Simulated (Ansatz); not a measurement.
The cluster Zn3F4⁺. The state is a doublet with charge 1. Geometry r2SCAN-D4/def2-SVP; atoms count from 1.

```xyz
7

Zn    1.0271    2.0596    0.2017
Zn   -0.5766   -0.5119   -1.3759
Zn   -0.1604   -0.9759    1.2300
F     0.6703    0.6510    1.5345
F     0.2089    1.1648   -1.3533
F     0.5569   -1.7153   -0.3938
F    -1.7262   -0.6722    0.1567
```

The structure comes from a short search, and lower isomers may exist.

Estimate the Mulliken populations from the PBE0/def2-TZVP orbitals of Ansatz.


```tsv
atom	charge (e)	spin (α − β)	d electrons
Zn1	0.72	0.85	10.04
Zn2	1.07	0.08	10.08
Zn3	1.07	0.09	10.08
F4	-0.49	-0.01	–
F5	-0.49	-0.01	–
F6	-0.44	0.00	–
F7	-0.44	0.00	–
```
Mulliken values depend strongly on the basis.

Where does the spin sit?

Summed by element: Zn 1.02, F -0.02, of 1 unpaired in all. Largest on single atoms: Zn1 0.85, Zn3 0.09, Zn2 0.08.

And the Mayer bond orders between heavy atoms (over 0.3)?

Zn1–F4 0.30 (1.97 Å); Zn1–F5 0.30 (1.97 Å); Zn2–F5 0.52 (1.85 Å); Zn2–F6 0.44 (1.92 Å); Zn2–F7 0.44 (1.92 Å); Zn3–F4 0.52 (1.85 Å); Zn3–F6 0.44 (1.92 Å); Zn3–F7 0.44 (1.92 Å).
